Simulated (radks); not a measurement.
Question: Spherical quantum dot in the effective-mass picture: electrons in a parabolic well V = omega^2 r^2 / 2 with omega = 0.253, with a point charge +1 (a donor) at the centre, all in effective atomic units (hartree* = m*/eps^2 hartree, bohr* = eps/m* bohr), one dielectric constant everywhere. Method: non-relativistic Kohn-Sham, LDA (Slater exchange, Perdew-Wang correlation), spin-polarised, spherical densities; computed with a radial shooting solver with Libxc functionals. Levels are named by radial order and angular momentum (1s, 1p, 1d, 2s, ...), and open shells are averaged over m. At N = 5 the configuration is 1s2 1p(up 3, down 0). Does electron 6 go into 2s up or 1p down or 2s down?

Answer: Into 1p down. The total energies of the other choices lie higher by 0.0358 hartree* (2s up), 0.0685 hartree* (2s down).
